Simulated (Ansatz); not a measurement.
Molecule: sum formula NbOCl, charge 0, multiplicity 3. The spin state was set by rule; other spins were not relaxed. 
Geometry from a B3LYP-D3(BJ)/def2-TZVP (Ansatz, a first-principles code) optimisation:
```xyz
3

Nb     0.3301     0.3638    -0.2273
O     -0.8845     1.2682    -0.9838
Cl    -0.3800    -1.4741     1.0111
```
Charge 0, spin multiplicity 3.

Total electronic energies in hartree. Cores are frozen in the correlated levels unless marked. Open shells are spin-unrestricted. Spin-orbit coupling is left out. The frozen core is the preceding noble-gas configuration, with the filled d and f shells of earlier blocks. Past Kr the def2 sets carry scalar-relativistic core potentials. STO-3G rows are all-electron and non-relativistic. Basis-set limits of correlation are two-point, X^-3; Hartree-Fock from the larger set. The bracket is a focal-point correction in the basis named.

| level | program | energy (Eh) |
|---|---|---|
| RI-HF/def2-TZVPPD | Ansatz | -590.86693 |
| PBE0/def2-SVP | Ansatz | -592.00670 |
| PBE0-D3(BJ)/def2-TZVP | Ansatz + dftd3 | -592.27171 |
| BHLYP-D3(BJ)/def2-TZVPD | Ansatz + dftd3 | -592.36872 |
| HSE06/def2-TZVPD | Ansatz | -592.25944 |
| PBE-QIDH/def2-TZVPD | Ansatz | -592.01704 |
| RPA@PBE/def2-TZVPP | Ansatz | -591.70353 |
| MP2/STO-3G | Ansatz | -4244.70437 |
| MP2/def2-TZVPPD | Ansatz | -591.44414 |
| RI-MP2/def2-TZVPPD | Ansatz | -591.44408 |
| RI-MP2/def2-QZVPP | Ansatz | -591.50271 |
| SCS-MP2/def2-TZVPP | Ansatz | -591.40629 |
| CCSD(T)/def2-SVP | Ansatz | -591.05751 |
| CCSD(T)/def2-TZVPP | Ansatz | -591.46821 |
| RI-MP2/CBS(def2-TZVPPD,def2-QZVPPD)+[CCSD(T)-MP2]/def2-TZVPPD | Ansatz | -591.5620 |

Totals of different functionals don't rank their quality; only differences between species are comparable.
